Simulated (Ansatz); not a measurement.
Ideal-gas functions of `ClC1C[SiH2]1` at 400 K and 1 bar, from an Ansatz frequency run at PBE0-D4/def2-TZVP.

Molar mass 92.6 g/mol, point group C1 (symmetry number 1), electronic degeneracy 1, moments of inertia 47.095, 189.584, 213.457 u Å². Harmonic wavenumbers (cm⁻¹, unscaled): 163, 314, 443, 506, 629, 650, 673, 750, 815, 903, 945, 998, 1045, 1102, 1256, 1410, 2263, 2293, 3135, 3173, 3218.

Use S(trans) = R[1.5 ln M + 2.5 ln T − 1.1517]; rotational temperatures θ = 24.2544 K / I; S(rot) = R[ln(√π/σ · √(T³/θAθBθC)) + 1.5]; for each mode x = 1.438777 ν̃/T, S = R[x/(eˣ − 1) − ln(1 − e⁻ˣ)] and H = RT x/(eˣ − 1); 1 cm⁻¹ = 0.0119627 kJ/mol; R = 8.31446 J/(mol·K).

Q: By hand: the entropy, in J/(mol·K).

A: Translation 171.4. Rotation: θ = 0.515, 0.1279, 0.1136 K, giving 112.3. Vibration, mode by mode: 12.87, 7.73, 5.27, 4.40, 3.10, 2.92, 2.74, 2.20, 1.83, 1.42, 1.26, 1.08, 0.94, 0.80, 0.51, 0.32, 0.02, 0.02, 0.00, 0.00, 0.00, in all 49.4. Electronic 0.0. Sum 333.1 J/(mol·K).

Q: By hand: H − E and G − E in kJ/mol, counted from the electronic energy.

A: Zero-point energy ½ × 26684 × 0.0119627 = 159.6; thermal vibration 12.5; translation, rotation and pV give 4 RT = 13.3. H − E = 185.4 kJ/mol, and G − E = 185.4 − 400 × 333.1/1000 = 52.2 kJ/mol.

Vibration gives 15 % of the entropy. The sum counts one conformer and one mirror image; others add a mixing term.
